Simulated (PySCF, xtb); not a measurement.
CH5ClFNSi2, SMILES F[Si@@H]1CN[Si@H]1Cl.

Geometry: B3LYP-D3(BJ)/def2-SVP. The structure was generated by enumeration; whether it is a known compound was not checked.

Method: IEF-PCM-ωB97X/def2-SVP (PySCF).

The values are the electrostatic part of the solvation free energy, E(continuum) − E(gas) at the gas-phase geometry, in a cavity of scaled van der Waals radii (PySCF's table); cavitation and dispersion terms are not included. In vacuum the orbital gap is 11.37 eV. The dipole moment in vacuum is 1.89 D.

Estimate the values in water (ε = 78.36), dimethylsulfoxide (ε = 46.83), tetrahydrofuran (ε = 7.43). (An estimate is asked for; the answer gives what the named calculation found.)


| solvent | ε | ΔG(elec) (kcal/mol) | dipole (D) | gap (eV) |
|---|---|---|---|---|
| water | 78.36 | -3.9 | 2.41 | 11.29 |
| dimethylsulfoxide | 46.83 | -3.8 | 2.40 | 11.29 |
| tetrahydrofuran | 7.43 | -3.2 | 2.32 | 11.30 |

For comparison, GFN2-xTB/ALPB(water) (xtb, at the GFN2-xTB geometry, all terms of that model) gives -1.2 kcal/mol.
